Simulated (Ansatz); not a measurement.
Isolated molecules relaxed with PBE0-D4/def2-TZVP in Ansatz; ΔE leaves out vibrations. CCSD(T)/CBS adds triple-zeta CCSD(T) − MP2 to the extrapolated MP2 energy (def2 sets, frozen cores). For Ge outer-core shells are correlated without core-valence functions, which leaves a few kJ/mol of doubt a bond. Scalar relativity is left out up to krypton. Each species was taken in one conformer, which may not be the lowest.

`C#[C][AlH][CH2]C` + `O=C(O)[CH2][GeH3]` → `C#[C][AlH][GeH3]` + `CCCC(=O)O`  (formal exchange of groups at the Al–C bond)

`C#[C][AlH][CH2]C`:

Cartesian coordinates in Å:
```
C 1.154 0.008 2.836
C 0.616 -0.537 1.897
Al -0.232 -1.363 0.395
C -0.578 -0.303 -1.208
C -0.139 1.160 -1.166
H 1.627 0.484 3.665
H -0.628 -2.893 0.508
H -1.653 -0.376 -1.423
H -0.103 -0.822 -2.052
H 0.936 1.253 -0.994
H -0.632 1.705 -0.357
H -0.367 1.684 -2.099
```

`O=C(O)[CH2][GeH3]`:

Cartesian coordinates in Å:
```
O -0.616 0.988 1.884
C 0.222 0.706 1.070
O 1.122 1.605 0.624
C 0.381 -0.617 0.413
Ge -0.670 -0.705 -1.260
H 0.923 2.436 1.078
H 1.424 -0.807 0.157
H 0.005 -1.392 1.078
H -0.156 0.353 -2.246
H -2.150 -0.458 -0.941
H -0.486 -2.108 -1.856
```

`C#[C][AlH][GeH3]`:

Cartesian coordinates in Å:
```
C -1.435 2.390 -0.958
C -0.996 1.562 -0.191
Al -0.286 0.234 0.977
Ge 1.064 -1.587 -0.005
H -1.823 3.121 -1.631
H -0.609 0.342 2.522
H 1.910 -1.115 -1.203
H 2.023 -2.232 1.014
H 0.151 -2.716 -0.526
```

`CCCC(=O)O`:

Z-matrix (Å, degrees):
```
C
C 1 1.519
H 1 1.093 2 111.2
H 1 1.092 2 111.1 3 -120.2
H 1 1.093 2 111.4 3 119.9
C 2 1.527 1 112.9 3 -58.5
H 2 1.093 1 110.1 3 179.3
H 2 1.094 1 109.8 3 62.2
C 6 1.501 2 113.3 1 -60.8
H 6 1.095 2 109.7 1 179.1
H 6 1.091 2 111.2 1 59.7
O 9 1.201 6 125.9 2 123.8
O 9 1.347 6 112.0 2 -56.5
H 13 0.967 9 106.4 6 -179.8
```

```json
{"level": "HF/def2-QZVPP", "ΔE (kJ/mol)": "-15.0"}
{"level": "MP2/CBS(def2)", "ΔE (kJ/mol)": "-4.4"}
```

(1) What does CCSD(T)/CBS give? (An estimate is asked.)

Largest T1 diagnostic among the species: 0.014.

Results:

(1) Computed: -12.1 kJ/mol. The listed levels differ from it by -2.9, 7.7 kJ/mol.
